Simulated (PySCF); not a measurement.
C3H7NSi, SMILES C1([SiH3])=NCC1.

Coordinates come from a PBE0-D3(BJ)/def2-SVP optimisation. This is a generated structure with no PubChem entry under its InChIKey; it may be hypothetical.

Two levels are set side by side: TDDFT-PBE/def2-SVPD (PySCF) and TDDFT-B3LYP/def2-SVPD (PySCF). Vertical, same geometry. The lowest singlet is HOMO→LUMO 100 % with PBE and HOMO→LUMO 99 % with the other functional; states are paired by order. Differences are taken from unrounded values.

| quantity | TDDFT-B3LYP |
|---|---|
| lowest singlet excitation (eV) | 4.69 |
| lowest triplet excitation (TDA) (eV) | 3.89 |
| first bright state (f over 0.05) (eV) | 7.03 |
| its oscillator strength | 0.09 |

### Question
What does TDDFT-PBE give, and how far is it from TDDFT-B3LYP? (The exact figures need the calculation; the answer reports its results.)

### Answer

| quantity | TDDFT-PBE | TDDFT-PBE minus TDDFT-B3LYP |
|---|---|---|
| lowest singlet excitation (eV) | 4.50 | -0.19 |
| lowest triplet excitation (TDA) (eV) | 3.71 | -0.18 |
| first bright state (f over 0.05) (eV) | 6.65 | -0.38 |
| its oscillator strength | 0.27 | 0.18 |

Functionals without exact exchange tend to place singlet excitations lower, as here. Differences between two approximate levels are no errors against the true value.

Rough cost on one machine, each run with all the roots and properties that it gave: TDDFT-B3LYP against TDDFT-PBE about 3 times.
